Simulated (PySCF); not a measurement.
ditellurium (Te2), triplet, at a GFN2-xTB geometry (core potentials on Te), with bond 2-1 at 2.0 times its length; PySCF with B3LYP/def2-SVP.

The PySCF input:
```python
from pyscf import gto, scf, dft

mol = gto.M(
    atom='''
Te   -0.000000   -0.000000   -1.300999
Te    0.000000    0.000000    3.902997
''',
    basis='def2-svp',
    ecp={'Te': 'def2-svp'},
    charge=0,
    spin=2,
    verbose=4,
)

mf = dft.UKS(mol)
mf.xc = 'b3lyp'
mf.diis = False
mf.max_cycle = 100
mf.kernel()
mf.analyze()
```

What the program printed (banner, timings and long lists left out):

```
PySCF version 2.14.0

[INPUT] verbose = 4
[INPUT] num. atoms = 2
[INPUT] num. electrons = 48
[INPUT] charge = 0
[INPUT] spin (= nelec alpha-beta = 2S) = 2
[INPUT] symmetry False subgroup None
[INPUT] Mole.unit = angstrom
[INPUT] Symbol           X                Y                Z      unit          X                Y                Z       unit  Magmom
[...]
nuclear repulsion = 58.5715426164663
number of shells = 20
number of NR pGTOs = 122
number of NR cGTOs = 52
basis = def2-svp
ecp = {'Te': 'def2-svp'}

******** <class 'pyscf.dft.uks.UKS'> ********
method = UKS
initial guess = minao
damping factor = 0
level_shift factor = 0
DIIS disabled
SCF conv_tol = 1e-09
SCF conv_tol_grad = None
SCF max_cycles = 100
direct_scf = True
direct_scf_tol = 1e-13
number electrons alpha = 25  beta = 23
XC library pyscf.dft.libxc version 7.1.2
    S. Lehtola, C. Steigemann, M. J. T. Oliveira, and M. A. L. Marques,  SoftwareX 7, 1–5 (2018)
XC functionals = b3lyp
    P. J. Stephens, F. J. Devlin, C. F. Chabalowski, and M. J. Frisch,  J. Phys. Chem. 98, 11623 (1994)
radial grids:
    Treutler-Ahlrichs [JCP 102, 346 (1995); DOI:10.1063/1.469408] (M4) radial grids

becke partition: Becke, JCP 88, 2547 (1988); DOI:10.1063/1.454033
pruning grids: <function nwchem_prune>
grids dens level: 3
symmetrized grids: False
atomic radii adjust function: <function treutler_atomic_radii_adjust>
small_rho_cutoff = 0
Set gradient conv threshold to 3.16228e-05
tot grids = 43920
init E= -480.681099225422

cycle= 1 E= -534.521833614928  delta_E= -53.8  |g|= 2.18  |ddm|= 7.51
cycle= 2 E= -535.468556029137  delta_E= -0.947  |g|=  1.3  |ddm|= 5.75
cycle= 3 E= -535.891988246557  delta_E= -0.423  |g|= 0.682  |ddm|= 3.14
cycle= 4 E= -536.012456984691  delta_E= -0.12  |g|= 0.425  |ddm|= 2.03
cycle= 5 E= -536.060869450927  delta_E= -0.0484  |g|= 0.247  |ddm|= 1.19
cycle= 6 E= -536.077298809971  delta_E= -0.0164  |g|= 0.153  |ddm|= 0.734
cycle= 7 E= -536.08359675693  delta_E= -0.0063  |g|= 0.0931  |ddm|= 0.441
cycle= 8 E= -536.085851286267  delta_E= -0.00225  |g|= 0.0593  |ddm|= 0.274
cycle= 9 E= -536.079489047851  delta_E= 0.00636  |g|= 0.08  |ddm|= 0.228
cycle= 10 E= -535.25940860271  delta_E= 0.82  |g|= 0.532  |ddm|= 1.45

cycle= 11 E= -527.974066949804  delta_E= 7.29  |g|= 1.63  |ddm|= 13.5
cycle= 12 E= -418.597253803788  delta_E=  109  |g|= 4.51  |ddm|= 20.8

cycle= 13 E= -336.720515095526  delta_E= 81.9  |g|= 9.15  |ddm|= 23.7

cycle= 14 E= -332.362122348451  delta_E= 4.36  |g|= 13.1  |ddm|=   25

[...]
SCF not converged.
[...]
**** SCF Summaries ****
Total Energy =                        -331.939571735443110
Nuclear Repulsion Energy =              58.571542616466267
One-electron Energy =                 -865.589203558293548
Two-electron Energy =                  475.078089206384163
Two-electron Coulomb Energy =          508.906313412002476
DFT Exchange-Correlation Energy =      -33.828224205618326
**** MO energy ****
                             alpha | beta                alpha | beta
[...]
spin_pop of  0 Te 4s        0.00288
spin_pop of  0 Te 5s        0.00028
spin_pop of  0 Te 6s        0.00018
spin_pop of  0 Te 7s        0.00027
spin_pop of  0 Te 4px       0.00830
spin_pop of  0 Te 4py       0.01605
spin_pop of  0 Te 4pz       0.14704
spin_pop of  0 Te 5px       0.78440
spin_pop of  0 Te 5py       0.08100
spin_pop of  0 Te 5pz       0.74227
spin_pop of  0 Te 6px       0.15284
spin_pop of  0 Te 6py       0.00059
spin_pop of  0 Te 6pz       0.00538
spin_pop of  0 Te 7px       0.04881
spin_pop of  0 Te 7py       0.00063
spin_pop of  0 Te 7pz       0.00581
spin_pop of  0 Te 4dxy      0.00072
spin_pop of  0 Te 4dyz      0.00107
spin_pop of  0 Te 4dz^2     0.00008
spin_pop of  0 Te 4dxz      0.00000
spin_pop of  0 Te 4dx2-y2    0.00000
spin_pop of  0 Te 5dxy      0.00039
spin_pop of  0 Te 5dyz      0.00066
spin_pop of  0 Te 5dz^2     0.00004
spin_pop of  0 Te 5dxz      0.00000
spin_pop of  0 Te 5dx2-y2    0.00000
spin_pop of  1 Te 4s        0.00061
spin_pop of  1 Te 5s        0.00004
spin_pop of  1 Te 6s       -0.00017
spin_pop of  1 Te 7s       -0.00040
spin_pop of  1 Te 4px       0.00065
spin_pop of  1 Te 4py       0.00018
spin_pop of  1 Te 4pz      -0.00089
spin_pop of  1 Te 5px       0.00015
spin_pop of  1 Te 5py       0.00105
spin_pop of  1 Te 5pz       0.00091
spin_pop of  1 Te 6px      -0.00070
spin_pop of  1 Te 6py      -0.00027
spin_pop of  1 Te 6pz      -0.00009
spin_pop of  1 Te 7px       0.00011
spin_pop of  1 Te 7py      -0.00097
spin_pop of  1 Te 7pz       0.00007
spin_pop of  1 Te 4dxy     -0.00000
spin_pop of  1 Te 4dyz     -0.00000
spin_pop of  1 Te 4dz^2     0.00000
spin_pop of  1 Te 4dxz      0.00000
spin_pop of  1 Te 4dx2-y2    0.00000
spin_pop of  1 Te 5dxy      0.00000
spin_pop of  1 Te 5dyz      0.00001
spin_pop of  1 Te 5dz^2     0.00000
spin_pop of  1 Te 5dxz     -0.00000
spin_pop of  1 Te 5dx2-y2    0.00000
In total            25.00000 | 23.00000
Dipole moment(X, Y, Z, Debye):  0.00000, -0.00000, -500.55872
```

The run did not converge; its last values are not results.
